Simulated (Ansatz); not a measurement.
Consider the ligand exchange at the Si–C bond: `CC([SiH3])[SeH]` + `[OH][Ga]([OH])[Cl]` → `[OH][Ga]([Cl])[O][SiH3]` + `CC[SeH]`.

Computed with Ansatz on PBE0-D4/def2-TZVP structures; ΔE is electronic, products minus reactants. CBS: MP2 limit from def2 TZ/QZ plus the TZ coupled-cluster correction, frozen cores. Functionals use def2-TZVPP. For Ga, Se outer-core shells are correlated without core-valence functions, which leaves a few kJ/mol of doubt a bond. Scalar relativity is left out up to krypton. Each species was taken in one conformer, which may not be the lowest.

| level | ΔE (kJ/mol) | difference from CCSD(T)/CBS |
| --- | --- | --- |
| PBE-D4 | -90.4 | 13.6 |
| r2SCAN-D4 | -104.5 | -0.5 |
| PBE0-D4 | -97.8 | 6.2 |
| ωB97X-V | -106.5 | -2.5 |
| ωB97M-V | -104.2 | -0.2 |
| B2PLYP | -112.4 | -8.4 |
| PBE | -93.7 | 10.3 |
| r2SCAN | -105.1 | -1.1 |
| PBE0 | -100.5 | 3.5 |
| HF/def2-TZVPP | -137.8 | -33.8 |
| SCS-MP2/def2-TZVPP | -112.0 | -8.0 |
| CCSD/def2-TZVPP | -111.2 | -7.2 |
| HF/def2-QZVPP | -139.5 | -35.5 |
| SCS-MP2/def2-QZVPP | -111.1 | -7.1 |
| MP2/CBS(def2) | -102.5 | 1.5 |
| CCSD/CBS(def2) | -108.6 | -4.6 |
| CCSD(T)/CBS | -104.0 | 0 |

Largest T1 diagnostic among the species: 0.013.

The D4 term adds +5.4 kJ/mol with B3LYP and +2.6 kJ/mol with PBE0; it sums over pairs of atoms, weighted by their polarisabilities, and B3LYP, whose exchange is more repulsive, gets the larger term. In def2-TZVPP, CCSD(T) changes the Hartree–Fock value by +31.2 kJ/mol (the triples alone add +4.6 kJ/mol) and MP2 by +32.7 kJ/mol. From PBE to PBE0 (25 % exact exchange), in def2-TZVPP and without D4, ΔE moves by −6.8 kJ/mol.

CCSD(T)/CBS has its own doubt, a few kJ/mol and more with outer-core shells, so smaller differences from it don't rank the levels.

B3LYP here is the variant with VWN-RPA as its local correlation; programs differ in this.
